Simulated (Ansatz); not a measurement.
Reaction (atomization): `F[SiH2]C[SiH3]` → C• + F• + 7 H• + 2 Si•

Computed with Ansatz on PBE0-D4/def2-TZVP structures; ΔE is electronic, products minus reactants. CCSD(T)/CBS adds triple-zeta CCSD(T) − MP2 to the extrapolated MP2 energy (def2 sets, frozen cores). This one scheme is used for every species, atoms too. DFT in def2-TZVPP. No spin–orbit coupling; open shells (•) take unrestricted orbitals. Spin–orbit coupling would lower the free atoms: a little for C, F, Si. Each species was taken in one conformer, which may not be the lowest.

Q: What is ΔE at CCSD(T)/CBS? (Estimate.)

A: Ansatz gave: +3769.5 kJ/mol.

Q: What do these levels give: PBE-D4, PBE0-D4, r2SCAN, MP2/def2-TZVPP, SCS-MP2/def2-TZVPP, CCSD/def2-TZVPP? (Best estimate.)

A: Computed: PBE-D4 3737.8, PBE0-D4 3717.1, r2SCAN 3750.1, MP2/def2-TZVPP 3694.7, SCS-MP2/def2-TZVPP 3709.0, CCSD/def2-TZVPP 3643.8 kJ/mol.

Largest T1 diagnostic among the species: 0.012.

From PBE to PBE0 (25 % exact exchange), in def2-TZVPP and without D4, ΔE moves by −17.4 kJ/mol: exact exchange takes away binding that semilocal exchange gives to molecules. In def2-TZVPP, CCSD(T) changes the Hartree–Fock value by +782.6 kJ/mol (the triples alone add +34.0 kJ/mol) and MP2 by +799.5 kJ/mol; breaking electron pairs costs correlation energy, which Hartree–Fock lacks.

For atomizations the MP2-based limit and the directly extrapolated one differ by several kJ/mol either way, and by 10 to 25 for some Ge, Se and Sn compounds, so smaller differences from it don't rank the levels.
